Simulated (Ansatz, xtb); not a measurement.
C2H3Br−: where a starting geometry ends

The starting geometry of this gas-phase doublet was built from a drawn formula by distance geometry and a force field; its bonds are those of `[CH2-][CH]Br`.

```xyz
6

C    -0.8131   -0.3890   -1.2769
C    -1.3839    0.1163   -0.0846
Br   -3.0514    0.9335   -0.1493
H     0.2169   -0.8589   -1.2021
H    -1.3012   -0.3869   -2.2055
H    -0.8996    0.1089    0.8571
```

Question: Where would you expect an optimisation with r2SCAN-D4/def2-SVPD to take it?

Answer: It loosens into C2H3 + Br, which stay close as a complex (formulas without charges). Contacts that open: C2–Br3 (1.86 → 2.98 Å).

The energy falls by 1.44 eV over 14 steps:

```
step  E − E(last) (eV)
   1             1.435
   2             0.995
   4             0.262
   5             0.094
   7             0.035
   8             0.008
  10             0.000
  11             0.000
  13             0.000
  14             0.000
```

Final geometry (Å):

```xyz
6

C    -0.6400   -0.5469   -1.2848
C    -1.2970   -0.2066   -0.1880
Br   -3.6335    1.6138    0.1391
H     0.4606   -0.6474   -1.3134
H    -1.1587   -0.7175   -2.2372
H    -0.9638    0.0284    0.8230
```

From the same start GFN2-xTB reaches the same bonding as this run.

No frequencies were run, so the end isn't proven a minimum. Open shells are spin-unrestricted. Run with Ansatz 0.2.0, 89 s on 2 threads of Arm Neoverse V1 (shared host).
